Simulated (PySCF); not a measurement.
³³S chemical shifts

[PySCF 2.14: coordinates at the GFN2-xTB level; shielding tensors at PBE0/pcSseg-1 (GIAO); rapidly exchanging positions averaged; no solvent; non-relativistic; a single conformation]

Shieldings were converted by a linear fit to measured shifts: ³³S: δ = 158.28 − 0.937σ (rms 33.3 ppm, 20 shifts vs sulfate, solution or neat liquid). Occasional misses reach two or three times the rms, and more in compound classes unlike the fitted ones.

Problem. Give the ³³S shifts of `CSc1cccs1`, `CS/C=C\CS(C)(=O)=O`, `FC(F)(F)C(F)(F)CC=S`, `CS[Si@H](C#N)[SiH2]C#N`, `CSc1cccs1`.

Solution. 
| compound | environment | δ (ppm) |
| --- | --- | --- |
| [CH3:1][S:2][c:3]1[cH:4][cH:5][cH:6][s:7]1 | S7: aromatic ring sulfur | -105 |
| [CH3:1][S:2][c:3]1[cH:4][cH:5][cH:6][s:7]1 | S2: sulfide sulfur | -293 |
| [CH3:1][S:2]/[CH:3]=[CH:4]\[CH2:5][S:6]([CH3:7])(=[O:8])=[O:9] | S6: sulfone sulfur | -20 |
| [CH3:1][S:2]/[CH:3]=[CH:4]\[CH2:5][S:6]([CH3:7])(=[O:8])=[O:9] | S2: sulfide sulfur | -313 |
| FC(F)(F)C(F)(F)CC=S | thione sulfur | 826 |
| CS[Si@H](C#N)[SiH2]C#N | sulfur bonded to C, Si | -490 |
| [CH3:1][S:2][c:3]1[cH:4][cH:5][cH:6][s:7]1 | S7: aromatic ring sulfur | -105 |
| [CH3:1][S:2][c:3]1[cH:4][cH:5][cH:6][s:7]1 | S2: sulfide sulfur | -293 |
